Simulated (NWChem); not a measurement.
System: C2H5O2, doublet; SMILES [O]CCO

Here is an NWChem input.

```
start job
memory heap 200 mb stack 700 mb global 900 mb
geometry units angstroms
  O      1.397496    -0.012122     0.679098
  C      0.826848    -0.340347    -0.439264
  C     -0.771408    -0.476905    -0.232230
  O     -1.359514     0.731234     0.031044
  H      0.955783     0.394510    -1.263905
  H      1.093754    -1.361125    -0.787955
  H     -0.939025    -1.116266     0.634465
  H     -1.145939    -0.942218    -1.152572
  H     -1.228092     1.348809    -0.700791
end
basis spherical
  * library 6-31g*
end
dft
  odft
  mult 2
  xc hfexch
  iterations 150
end
driver
  maxiter 150
end
task dft optimize
```

Output (shortened):

```
             Northwest Computational Chemistry Package (NWChem) 7.3.0
             --------------------------------------------------------

 C1  symmetry detected

                             Geometry "geometry" -> ""
                             -------------------------

 Output coordinates in angstroms (scale by  1.889725989 to convert to a.u.)

  No.       Tag          Charge          X              Y              Z
 ---- ---------------- ---------- -------------- -------------- --------------
    1 O                    8.0000     0.58005349     1.47210900    -0.18237314
    2 C                    6.0000    -0.43205892     0.82688499     0.31100178
    3 C                    6.0000    -0.51485202    -0.65639133    -0.32850588
    4 O                    8.0000     0.53208305    -1.44487672     0.06772570
    5 H                    1.0000    -0.39702010     0.67206710     1.41167227
    6 H                    1.0000    -1.41439783     1.25243311     0.01312427
    7 H                    1.0000    -0.45286489    -0.55323387    -1.41181299
    8 H                    1.0000    -1.48943511    -1.05365264    -0.01836024
    9 H                    1.0000     0.53809128    -1.55843384     1.02758078

 Effective nuclear repulsion energy (a.u.)     124.4919812411

                                Z-matrix (autoz)
                                --------

 Units are Angstrom for bonds and degrees for angles

[...]

      ----------------------
      Optimization converged
      ----------------------

  Step       Energy      Delta E   Gmax     Grms     Xrms     Xmax
  ---- ---------------- -------- -------- -------- -------- --------
@   12    -228.30278899 -9.3D-08  0.00002  0.00001  0.00032  0.00095
                                     ok       ok       ok       ok

                                Z-matrix (autoz)
                                --------

 Units are Angstrom for bonds and degrees for angles

      Type          Name      I     J     K     L     M      Value     Gradient
      ----------- --------  ----- ----- ----- ----- ----- ---------- ----------
    1 Stretch                  1     2                       1.38308    0.00000
    2 Stretch                  2     3                       1.51860   -0.00001
    3 Stretch                  2     5                       1.08938   -0.00001
    4 Stretch                  2     6                       1.08969   -0.00001
    5 Stretch                  3     4                       1.39918   -0.00002
    6 Stretch                  3     7                       1.08121   -0.00001
    7 Stretch                  3     8                       1.08930   -0.00000
    8 Stretch                  4     9                       0.94764    0.00001
    9 Bend                     1     2     3               113.14400    0.00000
   10 Bend                     1     2     5               109.51304    0.00000
   11 Bend                     1     2     6               105.33962   -0.00000
   12 Bend                     2     3     4               112.38556    0.00000
   13 Bend                     2     3     7               109.25101    0.00000
   14 Bend                     2     3     8               109.40705   -0.00001
   15 Bend                     3     2     5               111.23388   -0.00000
   16 Bend                     3     2     6               110.28102   -0.00000
   17 Bend                     3     4     9               109.93360   -0.00000
   18 Bend                     4     3     7               106.33809    0.00001
   19 Bend                     4     3     8               111.22069   -0.00000
   20 Bend                     5     2     6               106.99360    0.00000
   21 Bend                     7     3     8               108.09453   -0.00000
   22 Torsion                  1     2     3     4          64.89695    0.00000
   23 Torsion                  1     2     3     7         -52.88394   -0.00001
   24 Torsion                  1     2     3     8        -171.03728   -0.00000
   25 Torsion                  2     3     4     9          68.86179   -0.00001
   26 Torsion                  4     3     2     5         -58.86884   -0.00000
   27 Torsion                  4     3     2     6        -177.41459   -0.00000
   28 Torsion                  5     2     3     7        -176.64974   -0.00001
   29 Torsion                  5     2     3     8          65.19692   -0.00001
   30 Torsion                  6     2     3     7          64.80452   -0.00001
   31 Torsion                  6     2     3     8         -53.34882   -0.00001
   32 Torsion                  7     3     4     9        -171.64493   -0.00000
   33 Torsion                  8     3     4     9         -54.19185   -0.00000

                         Geometry "geometry" -> "geometry"
                         ---------------------------------

 Output coordinates in angstroms (scale by  1.889725989 to convert to a.u.)

[...]
```

Level: UHF/6-31G* (spherical d). No stability test was run on the SCF state.
